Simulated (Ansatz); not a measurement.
A CCSD(T) single point on `[F][Ti]([F])([F])[SH]`.

```yaml
crystal:
  periodic: [false, false, false]
  atoms:
    - {symbol: F, position_ang: [-0.602407, -0.810958, 1.573063]}
    - {symbol: Ti, position_ang: [0.266618, -0.469749, 0.099535]}
    - {symbol: F, position_ang: [1.965139, -0.805166, 0.247586]}
    - {symbol: F, position_ang: [-0.474670, -1.392847, -1.181675]}
    - {symbol: S, position_ang: [0.116597, 1.748065, -0.375175]}
    - {symbol: H, position_ang: [-1.229277, 1.666655, -0.409635]}
basis:
  gaussian: {orbitals: def2-SVP}
correlation: {method: ccsd_t}
```

```sh
$ ansatz run in.yaml --threads 4 --pin off --events-out ev --progress --plain --max-ram 10444MiB
```

The program prints (abridged):

```
Functional definition: HF
940 factors; integrals over basis functions are off by at most 1.1e-3 eV
mean field evaluation 1: about -42021.5209 eV, gradient 6.1e1 eV
mean field evaluation 2: about -42021.6056 eV, gradient 6.1e1 eV
mean field evaluation 4: about -42029.9033 eV, gradient 4.6e0 eV
mean field evaluation 8: about -42030.0099 eV, gradient 7.5e-1 eV
mean field evaluation 16: about -42030.0156 eV, gradient 1.7e-6 eV
mean field -42030.01555868 eV, -1544.5745828137 hartree, gradient 1.8e-6 eV, S^2 0.000000; 0 other end points of the search recorded, 0 dependent functions left out
13 core orbitals not correlated: weight in the atoms' cores, before any rotation towards them, 1.000 or more for the frozen orbitals, at most 0.000 for the correlated occupied ones
reference -42030.01555868 eV, -1544.5745828137 hartree; 20, 20 occupied and 63, 63 virtual orbitals, 940 factors
second order -27.57696454 eV of doubles, -0.00000000 eV of singles
cycle   1  -26.37523602 eV  change     1.2e0 eV  update   2.6e-1
cycle   2  -27.50734744 eV  change    -1.1e0 eV  update   1.8e-1
cycle   3  -27.70456238 eV  change   -2.0e-1 eV  update   4.6e-2
cycle   4  -27.71519582 eV  change   -1.1e-2 eV  update   1.3e-2
cycle   5  -27.70243889 eV  change    1.3e-2 eV  update   5.6e-3
cycle   6  -27.69619020 eV  change    6.2e-3 eV  update   2.8e-3
cycle   7  -27.69816789 eV  change   -2.0e-3 eV  update   1.7e-3
cycle   8  -27.69858059 eV  change   -4.1e-4 eV  update   7.3e-4
cycle   9  -27.69861044 eV  change   -3.0e-5 eV  update   3.7e-4
cycle  10  -27.69898663 eV  change   -3.8e-4 eV  update   1.7e-4
cycle  11  -27.69881919 eV  change    1.7e-4 eV  update   8.5e-5
cycle  12  -27.69873832 eV  change    8.1e-5 eV  update   3.3e-5
cycle  13  -27.69876622 eV  change   -2.8e-5 eV  update   1.2e-5
perturbative correction -1.08090503 eV, -0.0397225270 hartree
Total energy: -42058.79522992 eV, -1545.6322162244 hartree
```

Hardware: 4 threads of an Intel Xeon on a shared host. Wall time 14 s, peak host memory 0.41 GiB.

The correlation energy is -28.780 eV, 3.8 % of it from (T); the T1 diagnostic reads 0.0225.
